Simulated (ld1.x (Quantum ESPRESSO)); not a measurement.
# Logarithmic derivatives: Pt, PAW

ld1.x (Quantum ESPRESSO) 7.5 input, shortened:

```
&input
   title='Pt', zed=78., rel=2, dft='BLYP', iswitch=3,
   config='[Xe] 4f14 5d9 6s1 6p0', rel_dist='average'
 /
 &inputp
   pseudotype=3, lpaw=.true., tm=.true., lloc=-1, rcloc=2.10,
   nlcc=.true., new_core_ps=.true.,
   which_augfun='PSQ', rmatch_augfun_nc=.true.
 /
6
5S  1  0   2.00   0.00  1.50  1.85  0.0
6S  2  0   1.00   0.00  1.50  1.85  0.0
5P  2  1   6.00   0.00  1.60  2.20  0.0
6P  3  1   0.00   0.00  1.60  2.20  0.0
5D  3  2   9.00   0.00  1.90  2.50  0.0
5D  3  2   0.00   3.10  1.90  2.50  0.0
 &test
   configts(1)='5s2 5p6 5d9 6s1 6p0'
 /
```

Open shells are filled in proportion to 2j + 1 (rel_dist='average').

The phase is arctan(r·u′/u) with u = r·R(r), unwrapped; energies in Ry, scanned from -9 to 5 Ry. A pole is an energy at which the radial function vanishes at the test radius. The pseudo phase is shifted by a multiple of π to meet the all-electron one at the reference energy, and phase errors are pseudo minus all-electron; the curves can meet again beyond the range given. Levels narrower than the energy grid can be missing from the lists of poles.

Q: For each channel, where are the poles, and over which energies does the pseudopotential scatter like the atom?

A:

```csv
channel,radius (bohr),reference energy (Ry),"poles, all-electron","poles, pseudo",unbroken range about the reference energy with phases within 0.05 rad,phase error 1 Ry above the reference energy (rad)
s,2.68,-0.42,"-7.46, 1.46","-7.46, 1.27",below 1.8,-0.012
p1/2,2.68,-0.09,"-4.88, 2.65","-4.88, 2.98",below 3.8,+0.015
p3/2,2.68,-0.06,"-3.77, 3.28","-3.77, 2.32",below 0.7,-0.063
d3/2,2.68,-0.50,-0.19,-0.19,the whole range,-0.004
d5/2,2.68,-0.41,-0.04,-0.05,the whole range,-0.004
```

The ghost test of this file was not conclusive.

Phases in the s channel:

| E (Ry) | all-electron | pseudo |
| --- | --- | --- |
| -9.00 | 1.439 | 1.439 |
| -8.76 | 1.437 | 1.437 |
| -8.52 | 1.435 | 1.434 |
| -8.28 | 1.432 | 1.432 |
| -8.04 | 1.429 | 1.429 |
| -7.80 | 1.425 | 1.425 |
| -7.56 | 1.413 | 1.412 |
| -7.32 | -1.710 | -1.710 |
| -7.08 | -1.718 | -1.718 |
| -6.84 | -1.722 | -1.722 |
| -6.60 | -1.726 | -1.726 |
| -6.36 | -1.730 | -1.730 |
| -6.12 | -1.734 | -1.734 |
| -5.88 | -1.738 | -1.738 |
| -5.64 | -1.742 | -1.743 |
| -5.40 | -1.747 | -1.748 |
| -5.16 | -1.752 | -1.753 |
| -4.92 | -1.758 | -1.758 |
| -4.68 | -1.764 | -1.764 |
| -4.44 | -1.770 | -1.771 |
| -4.20 | -1.778 | -1.779 |
| -3.96 | -1.786 | -1.787 |
| -3.72 | -1.796 | -1.797 |
| -3.48 | -1.806 | -1.808 |
| -3.24 | -1.819 | -1.820 |
| -3.00 | -1.833 | -1.835 |
| -2.76 | -1.850 | -1.853 |
| -2.52 | -1.871 | -1.874 |
| -2.28 | -1.897 | -1.900 |
| -2.04 | -1.930 | -1.934 |
| -1.80 | -1.974 | -1.978 |
| -1.56 | -2.036 | -2.040 |
| -1.32 | -2.128 | -2.133 |
| -1.08 | -2.278 | -2.283 |
| -0.84 | -2.550 | -2.554 |
| -0.60 | -3.049 | -3.050 |
| -0.36 | -3.682 | -3.682 |
| -0.12 | -4.111 | -4.114 |
| 0.12 | -4.341 | -4.347 |
| 0.36 | -4.472 | -4.481 |
| 0.60 | -4.556 | -4.569 |
| 0.84 | -4.615 | -4.631 |
| 1.08 | -4.659 | -4.680 |
| 1.32 | -4.694 | -4.721 |
| 1.56 | -4.724 | -4.759 |
| 1.80 | -4.750 | -4.796 |
| 2.04 | -4.774 | -4.835 |
| 2.28 | -4.796 | -4.883 |
| 2.52 | -4.819 | -4.945 |
| 2.76 | -4.841 | -5.040 |
| 3.00 | -4.866 | -5.214 |
| 3.24 | -4.893 | -5.633 |
| 3.48 | -4.925 | -6.577 |
| 3.72 | -4.963 | -7.243 |
| 3.96 | -5.010 | -7.496 |
| 4.20 | -5.073 | -7.615 |
| 4.44 | -5.163 | -7.685 |
| 4.68 | -5.299 | -7.731 |
| 4.92 | -5.526 | -7.765 |
